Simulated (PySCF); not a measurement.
Species: CH8N2SeSi2.
Z-matrix (Å and degrees, PBE0-D3(BJ)/def2-SVP geometry), rows numbered from 1:
```
C 
N   1  1.2629
Si  2  1.7658  1  125.27
Se  3  2.2784  2  109.55  1   117.20
Si  3  2.3371  2  102.38  1  -131.03
N   5  1.7425  3   99.71  2   -57.46
H   1  1.1118  2  124.44  3    -1.77
H   1  1.1063  2  120.51  3   178.47
H   3  1.5016  2  112.27  1    -1.30
H   4  1.4755  3   89.57  2    77.72
H   5  1.5040  3  111.73  2    66.39
H   5  1.4940  3  112.71  2  -172.46
H   6  1.0169  5  115.93  3    51.86
H   6  1.0147  5  120.27  3  -170.25
```

Method: PBE0-D3(BJ)/def2-SVP geometry optimisation, gas phase (PySCF 2.14.0).

Take the most abundant isotopes and a rigid rotor. The values belong to one conformer with, in the numbering `[CH2:1]=[N:2][Si@@H:3]([SeH:4])[SiH2:5][NH2:6]`, C1–N2–Si3–Se4 117°, N2–Si3–Se4–H 78°, N2–Si3–Si5–N6 -57°, Si3–Si5–N6–H 52° and -170°.

(1) Give the principal moments of inertia and the rotational constants in MHz.

(2) What kind of rotor is it?

(3) What does the inertial defect say?

(4) Give the coordinates in the principal-axis frame, origin at the centre of mass.

(5) Which types of transition are allowed, and where do some lines up to J = 4 fall?

(6) Estimate the classical rotational partition function at 10 K, 298.15 K and 500 K.

Answers

(1) Ia = 335.51, Ib = 472.06, Ic = 688.01 u·Å²; 505379 MHz·u·Å²/I gives A = 1506, B = 1071, C = 734.6 MHz.

(2) An asymmetric top. Ray's parameter κ = (2B − A − C)/(A − C) = -0.129; −1 is the prolate and +1 the oblate limit.

(3) Not planar: Δ = Ic − Ia − Ib = -119.57 u·Å². For a rigid frame Δ = −2 Σ m c², so Σ m c² = 59.78 u·Å² lies off the ab plane: 15.15 from hydrogen and 44.63 from heavier atoms. The atom farthest from that plane is 2.00 Å away.

(4) The sense of each axis is arbitrary; atoms in the order of the calculation.
| atom | mass (u) | a (Å) | b (Å) | c (Å) |
| --- | --- | --- | --- | --- |
| C1 | 12.000 | -1.266 | -2.927 | -0.318 |
| N2 | 14.003 | -1.048 | -1.700 | -0.522 |
| Si3 | 27.977 | -0.397 | -0.568 | 0.666 |
| Se4 | 79.917 | 1.608 | 0.232 | -0.061 |
| Si5 | 27.977 | -1.884 | 1.228 | 0.516 |
| N6 | 14.003 | -1.721 | 1.604 | -1.178 |
| H7 | 1.008 | -1.046 | -3.454 | 0.636 |
| H8 | 1.008 | -1.701 | -3.560 | -1.113 |
| H9 | 1.008 | -0.147 | -1.220 | 1.996 |
| H10 | 1.008 | 0.899 | 1.141 | -0.983 |
| H11 | 1.008 | -3.261 | 0.853 | 0.993 |
| H12 | 1.008 | -1.441 | 2.412 | 1.311 |
| H13 | 1.008 | -1.841 | 0.824 | -1.820 |
| H14 | 1.008 | -2.135 | 2.449 | -1.557 |

(5) The dipole components are |μa| = 2.04 D, |μb| = 0.57 D, |μc| = 0.46 D. The squared components, which scale the intensities, stand as 1.00 : 0.08 : 0.05 (a : b : c). Some lines, for components of 0.1 D or more:

| type | branch | J(Ka,Kc) | MHz | lower level (cm⁻¹) |
| --- | --- | --- | --- | --- |
| c | Q | 3(2,2) ← 3(1,2) | 911 | 0.411 |
| a | Q | 2(1,1) ← 2(1,2) | 1008 | 0.184 |
| b | Q | 2(1,1) ← 2(0,2) | 1241 | 0.176 |
| a | R | 1(0,1) ← 0(0,0) | 1805 | 0.000 |
| b | R | 1(1,1) ← 0(0,0) | 2241 | 0.000 |
| b | Q | 4(3,1) ← 4(2,2) | 2254 | 0.724 |
| b | Q | 3(3,0) ← 3(2,1) | 2559 | 0.461 |
| c | R | 1(1,0) ← 0(0,0) | 2577 | 0.000 |
| b | R | 2(0,2) ← 1(1,1) | 3042 | 0.075 |
| b | Q | 3(3,1) ← 3(2,2) | 3090 | 0.442 |
| c | R | 2(1,1) ← 1(0,1) | 4718 | 0.060 |
| b | R | 3(0,3) ← 2(1,2) | 4748 | 0.184 |
| a | R | 3(1,3) ← 2(1,2) | 4840 | 0.184 |
| b | R | 2(2,1) ← 1(1,0) | 5253 | 0.086 |
| a | R | 3(1,2) ← 2(1,1) | 5812 | 0.218 |
| a | R | 3(2,1) ← 2(2,0) | 5850 | 0.266 |
| b | R | 4(0,4) ← 3(1,3) | 6328 | 0.345 |
| a | R | 4(0,4) ← 3(0,3) | 6420 | 0.342 |
| b | R | 4(1,3) ← 3(2,2) | 6601 | 0.442 |
| b | R | 3(2,2) ← 2(1,1) | 6723 | 0.218 |
| c | R | 3(1,2) ← 2(0,2) | 7052 | 0.176 |
| a | R | 4(2,3) ← 3(2,2) | 7113 | 0.442 |
| a | R | 4(2,2) ← 3(2,1) | 7906 | 0.461 |
| c | R | 3(3,1) ← 2(2,1) | 8506 | 0.261 |
| b | R | 4(3,2) ← 3(2,1) | 9934 | 0.461 |
| c | R | 4(2,3) ← 3(1,3) | 10004 | 0.345 |
| c | R | 4(3,1) ← 3(2,1) | 10160 | 0.461 |

(6) Point group C1, symmetry number σ = 1; q = (√π/σ)·√((kT/h)³/(ABC)), k/h = 20836.6 MHz/K: 4900 at 10 K, 797000 at 298.15 K, 1730000 at 500 K.

No frequency check. Constants of a rigid frame at the computed geometry: no zero-point averaging, no centrifugal distortion. A rigid rotor knows nothing of inversion at nitrogen, which can split or shift real lines. Quadrupole hyperfine structure (14N) is left out.
